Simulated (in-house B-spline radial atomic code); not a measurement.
# RPA and G0W0 on PBE0: Sc6+

Configuration [Ne] 3s2 3p3, highest spin, mean-field start PBE0. Computed with an all-electron radial atomic-structure program (B-spline basis): all electrons, non-relativistic, point nucleus, each spin shell either full or empty, empty states to l = 9 with an (l + 1/2)⁻⁴ tail; G0W0 by contour deformation at full frequency.

Command:
```bash
python run_gw.py task.json out
```
Settings (radii: box in bohr, nucleus in fm):
```
Z                        21
electrons                15
configuration            [Ne] 3s2 3p3
hamiltonian              nr
method                   pbe0
lmax                     9
spin_polarised           True
box_radius               9.29
intervals                48
```

Run time, properties included: 2 s on 1 thread of Arm Neoverse N1 (shared host).

Energies (hartree):

| term | value |
| --- | --- |
| mean-field total | -748.66028 |
| Hartree-Fock functional on these orbitals | -748.22334 |
| direct second order | -1.0499 |
| second-order exchange | 0.38175 |
| SOSEX correction | 0.3495 |

(1) What is the RPA correlation energy, and what remains with SOSEX?

Quasi-particle levels (eV):

```csv
level,occupied,mean field,Σx - vxc,Σc,QP weight,G0W0
3p up,yes,-129.20,-7.51,?,?,?
3s down,yes,-144.45,-4.72,-3.14,0.962,-152.31
2p down,yes,-504.24,-27.03,6.91,0.934,-524.36
3p down,no,-117.47,9.50,-3.35,0.958,-111.33
```

G0W0 = mean field + (Σx - vxc) + Σc, with Σc (partial-wave tail included) taken at the quasi-particle energy. Only the outer levels were computed. Levels of low weight are left out.

(2) Where does G0W0 put 3p up?

Answers

(1) RPA gives -0.93444 hartree (-1.7 eV per electron); RPA + SOSEX gives -0.58493, and the second-order doubles -0.66812 hartree (no singles). RPA lacks exchange-type terms and so overcorrelates at short range.

(2) At -137.00 eV, with Σc = -0.29 eV and a quasi-particle weight of 0.958. The tabulated removal energy is 137.99 ± 0.25 eV (NIST, semi-empirical); the calculation leaves out relativity, Breit and QED terms, and what these don't explain is the method's own error.
